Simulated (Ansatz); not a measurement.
Stretching the Be1–Cl3 bond in BeClH (SMILES [BeH][Cl]) (multiplicity 1 held, fragments rigid). Energies count from the point at 1.806 Å.
Geometry at that point (charge 0, multiplicity 1):
```xyz
3

Be     0.00000     0.00000    -1.33527
H      0.00000     0.00000    -2.65794
Cl     0.00000     0.00000     0.47053
```

R- and RO- levels are restricted; in cc, def2 and unpolarised 6-31G sets they are followed outwards from rest. U- levels take the lowest unrestricted solution at each point, which mixes spins at long bonds. Curves can end on different states.

Run with Ansatz (Gaussian orbitals). 

Task: One of these levels gives 7.305 eV for the energy at R = 5.779 Å. Which one is it?
(A) U-PBE/aug-cc-pV(T+d)Z
(B) R-r2SCAN/aug-cc-pV(T+d)Z
(C) R-wB97X-V/aug-cc-pV(T+d)Z

Result: C, R-wB97X-V/aug-cc-pV(T+d)Z. The others give 5.420 (U-PBE/aug-cc-pV(T+d)Z), 6.256 (R-r2SCAN/aug-cc-pV(T+d)Z)

Doubts at one or more of the structures used: a spin-contaminated determinant (U-PBE/aug-cc-pV(T+d)Z); a restricted determinant that unrestricted orbitals would lower (R-r2SCAN/aug-cc-pV(T+d)Z, R-wB97X-V/aug-cc-pV(T+d)Z).

Ansatz is a first-principles code.
